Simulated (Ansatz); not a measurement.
Consider the redistribution: `FB(Cl)Cl` + `C[O][GeH2][C]#N` → `N#CB(F)Cl` + `C[O][GeH2][Cl]`.

Isolated molecules relaxed with PBE0-D4/def2-TZVP in Ansatz; ΔE leaves out vibrations. CCSD(T)/CBS adds triple-zeta CCSD(T) − MP2 to the extrapolated MP2 energy (def2 sets, frozen cores). This one scheme is used for every species. Functionals use def2-TZVPP. HSE06 is defined as in plane-wave codes. For Ge outer-core shells are correlated without core-valence functions, which leaves a few kJ/mol of doubt a bond. Scalar relativity is left out up to krypton. One conformer a species, not always the lowest.

```csv
level,ΔE (kJ/mol),difference from CCSD(T)/CBS
r2SCANh-D4,-10.3,-3.7
HSE06-D4,-10.3,-3.7
ωB97M-V,-7.7,-1.1
B2PLYP,-10.1,-3.5
PBE,-11.2,-4.6
MP2/def2-SVP,-0.4,6.2
HF/def2-TZVPP,-13.5,-6.9
SCS-MP2/def2-TZVPP,-5.1,1.5
CCSD/def2-TZVPP,-4.9,1.7
CCSD/CBS(def2),-7.4,-0.8
CCSD(T)/CBS,-6.6,0
```

Largest T1 diagnostic among the species: 0.014.

At CCSD(T), def2-SVP lies +5.7 kJ/mol from the extrapolated value and def2-TZVPP +2.5 kJ/mol. In def2-TZVPP, CCSD(T) changes the Hartree–Fock value by +9.3 kJ/mol (the triples alone add +0.8 kJ/mol) and MP2 by +9.9 kJ/mol. Leaving LDA and LC-ωPBE aside and taking each functional with its dispersion term where it has one, the values, not all of them listed here, spread over 7.5 kJ/mol, from B97M-V to PBE-QIDH. LDA lies +3.5 kJ/mol from PBE without D4.
